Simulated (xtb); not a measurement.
HN (SMILES [NH]), singlet, at a GFN2-xTB geometry; GFN2-xTB in xtb.

xtb was given this input:
```
$ xtb mol.xyz --gfn 2 --grad --json

# file mol.xyz
2

N     -0.00000000    -0.00000000    -0.12795744
H      0.00000000     0.00000000     0.89570205
```

What the program printed (banner, timings and long lists left out):

```
   ID    Z sym.   atoms
    1    7 N      1
    2    1 H      2

           -------------------------------------------------
          |                Calculation Setup                |
           -------------------------------------------------

           -------------------------------------------------
          |                 G F N 2 - x T B                 |
           -------------------------------------------------

          ...................................................
          :                      SETUP                      :
          :.................................................:
          :  # basis functions                   5          :
          :  # atomic orbitals                   5          :
          :  # shells                            3          :
          :  # electrons                         6          :
          :  max. iterations                   250          :
          :  Hamiltonian                  GFN2-xTB          :
          :  restarted?                      false          :
          :  GBSA solvation                  false          :
          :  PC potential                    false          :
          :  electronic temp.          300.0000000     K    :
          :  accuracy                    1.0000000          :
          :  -> integral cutoff          0.2500000E+02      :
          :  -> integral neglect         0.1000000E-07      :
          :  -> SCF convergence          0.1000000E-05 Eh   :
          :  -> wf. convergence          0.1000000E-03 e    :
          :  Broyden damping             0.4000000          :
          :  net charge                          0          :
          :  unpaired electrons                  0          :
          ...................................................

 iter      E             dE          RMSdq      gap      omega  full diag
   1     -3.2191587 -0.321916E+01  0.696E+00    0.00       0.0  T
   2     -3.2207287 -0.157001E-02  0.413E+00    0.00       1.0  T
   3     -3.2209957 -0.267027E-03  0.436E-01    0.00       1.0  T
   4     -3.2210280 -0.323333E-04  0.971E-02    0.00       1.0  T
   5     -3.2210281 -0.606957E-07  0.421E-02    0.00       1.7  T
   6     -3.2210286 -0.530254E-06  0.415E-04    0.00     170.4  T
   7     -3.2210286 -0.543734E-10  0.778E-06    0.00    9083.1  T

   *** convergence criteria satisfied after 7 iterations ***

         :::::::::::::::::::::::::::::::::::::::::::::::::::::
         ::                     SUMMARY                     ::
         :::::::::::::::::::::::::::::::::::::::::::::::::::::
         :: total energy              -3.204381512103 Eh    ::
         :: gradient norm              0.000000474761 Eh/a0 ::
         :: HOMO-LUMO gap              0.000000025748 eV    ::
         ::.................................................::
         :: SCC energy                -3.221028612725 Eh    ::
         :: -> isotropic ES            0.003783120244 Eh    ::
         :: -> anisotropic ES         -0.002872926369 Eh    ::
         :: -> anisotropic XC          0.015425784908 Eh    ::
         :: -> dispersion             -0.000079973450 Eh    ::
         :: repulsion energy           0.016647100621 Eh    ::
         :: add. restraining           0.000000000000 Eh    ::
         :: total charge               0.000000000005 e     ::
         :::::::::::::::::::::::::::::::::::::::::::::::::::::

           -------------------------------------------------
          |                Property Printout                |
           -------------------------------------------------

    * Orbital Energies and Occupations

         #    Occupation            Energy/Eh            Energy/eV
      -------------------------------------------------------------
         1        2.0000           -0.6130047             -16.6807
         2        2.0000           -0.4732466             -12.8777
         3        1.0000           -0.4477993             -12.1852 (HOMO)
         4        1.0000           -0.4477993             -12.1852 (LUMO)
         5                          0.0856311               2.3301
      -------------------------------------------------------------
                  HL-Gap            0.0000000 Eh            0.0000 eV
             Fermi-level           -0.4477993 Eh          -12.1852 eV

     #   Z          covCN         q      C6AA      α(0)
     1   7 N        0.859    -0.182    25.224     7.292
     2   1 H        0.859     0.182     1.204     1.719

 Mol. C6AA /au·bohr⁶  :         37.374873
 Mol. C8AA /au·bohr⁸  :        749.781079
 Mol. α(0) /au        :          9.010833

Wiberg/Mayer (AO) data.
largest (>0.10) Wiberg bond orders for each atom

 ---------------------------------------------------------------------------
     #   Z sym  total        # sym  WBO       # sym  WBO       # sym  WBO
 ---------------------------------------------------------------------------
     1   7 N    0.967 --     2 H    0.967
     2   1 H    0.967 --     1 N    0.967
 ---------------------------------------------------------------------------

Topologies differ in total number of bonds
Writing topology from bond orders to xtbtopo.mol

molecular dipole:
                 x           y           z       tot (Debye)
 q only:        0.000       0.000       0.352
   full:        0.000      -0.000       0.672       1.708
molecular quadrupole (traceless):
                xx          xy          yy          xz          yz          zz
 q only:       -0.255       0.000      -0.255       0.000       0.000       0.510
  q+dip:       -0.434       0.000      -0.434      -0.000       0.000       0.867
   full:       -0.158       0.000      -0.158      -0.000       0.000       0.316

           -------------------------------------------------
          | TOTAL ENERGY               -3.204381512103 Eh   |
          | GRADIENT NORM               0.000000474761 Eh/α |
          | HOMO-LUMO GAP               0.000000025748 eV   |
           -------------------------------------------------

normal termination of xtb
```
